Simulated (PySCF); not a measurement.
## Molecular orbitals of BeP

ωB97X at R = 2.075 Å; PySCF, spin-free X2C with a Gaussian nucleus, basis sets Be x2c-TZVPPall, P x2c-TZVPPall. State: ⁴Σ⁻ (quartet), unpaired electrons σ ↑, π ↑↑. Only the outer orbitals are listed, counted within each symmetry.

```json
{"spin": "α", "orbital": "5σ", "occ.": "1", "ε (eV)": "-19.87", "on Be (%)": "11", "main shells (%)": "88 P s"}
{"spin": "α", "orbital": "6σ", "occ.": "1", "ε (eV)": "-11.10", "on Be (%)": "34", "main shells (%)": "59 P p, 31 Be s"}
{"spin": "α", "orbital": "2π", "occ.": "1", "ε (eV)": "-9.79", "on Be (%)": "8", "main shells (%)": "91 P p"}
{"spin": "α", "orbital": "2π", "occ.": "1", "ε (eV)": "-9.79", "on Be (%)": "8", "main shells (%)": "91 P p"}
{"spin": "α", "orbital": "7σ", "occ.": "1", "ε (eV)": "-7.70", "on Be (%)": "86", "main shells (%)": "48 Be s, 38 Be p, 13 P p"}
{"spin": "α", "orbital": "3π", "occ.": "0", "ε (eV)": "1.08", "on Be (%)": "92", "main shells (%)": "92 Be p"}
{"spin": "α", "orbital": "3π", "occ.": "0", "ε (eV)": "1.08", "on Be (%)": "92", "main shells (%)": "92 Be p"}
{"spin": "α", "orbital": "8σ", "occ.": "0", "ε (eV)": "2.22", "on Be (%)": "101", "main shells (%)": "98 Be s"}
{"spin": "β", "orbital": "5σ", "occ.": "1", "ε (eV)": "-17.19", "on Be (%)": "17", "main shells (%)": "82 P s, 10 Be s"}
{"spin": "β", "orbital": "6σ", "occ.": "1", "ε (eV)": "-9.86", "on Be (%)": "31", "main shells (%)": "60 P p, 26 Be s"}
{"spin": "β", "orbital": "2π", "occ.": "0", "ε (eV)": "-1.67", "on Be (%)": "22", "main shells (%)": "78 P p, 22 Be p"}
{"spin": "β", "orbital": "2π", "occ.": "0", "ε (eV)": "-1.67", "on Be (%)": "22", "main shells (%)": "78 P p, 22 Be p"}
{"spin": "β", "orbital": "7σ", "occ.": "0", "ε (eV)": "-1.17", "on Be (%)": "92", "main shells (%)": "64 Be s, 28 Be p, 9 P p"}
```

**Question.** Which are the highest filled and the lowest empty level, where do they sit, and how wide is the gap?

**Answer.** Highest filled α 7σ at -7.70 eV (in %: 48 Be s, 38 Be p, 13 P p); lowest empty β 2π at -1.67 eV (in %: 78 P p, 22 Be p); the gap at ωB97X is 6.03 eV.

```json
{
  "bond order (Mayer)": "1.26",
  "⟨S²⟩": "3.756",
  "charge on Be (Mulliken, basis-dependent)": "0.04",
  "charge on Be (Löwdin, basis-dependent)": "-0.24",
  "dipole moment (positive dipole means Be(−)P(+))": "-0.26 D"
}
```

Shares are Mulliken populations and can fall outside 0 to 100 %.

The state was picked by a PBE0 search and need not be the measured ground state.
